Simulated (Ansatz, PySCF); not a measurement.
Pt(OH) (HOPt), SMILES [OH][Pt] (connectivity only; charge and spin as stated), neutral, multiplicity 2. Atoms are numbered in the order given.

```xyz
3

Pt     0.0024    -0.1759     0.0000
O      0.1104     1.6958     0.0000
H     -0.7988     2.0393     0.0000
```
Charge 0, spin multiplicity 2.

Geometry: B3LYP-D3(BJ)/def2-TZVPD. The multiplicity is an assumed one; other spin states were not compared. The def2 effective core potentials stand for the cores of Pt; spin–orbit coupling is left out.

Two levels are set side by side: PBE-D3(BJ)/def2-TZVPD (Ansatz, a quantum-chemistry and plane-wave program) and B3LYP-D3(BJ)/def2-TZVPD (Ansatz). Each level has its own optimised geometry; the coordinates shown are those of the second. Frequencies come from the Hessian of PySCF at each geometry. Differences are taken from unrounded values.

| quantity | B3LYP-D3(BJ) | PBE-D3(BJ) | PBE-D3(BJ) minus B3LYP-D3(BJ) |
|---|---|---|---|
| mean bond length (Å) | 1.423 | 1.426 | 0.002 |
| bond Pt1–O2 (Å) | 1.875 | 1.866 | -0.008 |
| bond O2–H3 (Å) | 0.972 | 0.985 | 0.013 |
| highest harmonic wavenumber (cm⁻¹) | 3697 | 3541 | -156 |
| mean harmonic wavenumber (cm⁻¹) | 1752 | 1697 | -56 |
| zero-point energy (kcal/mol) | 7.51 | 7.28 | -0.24 |
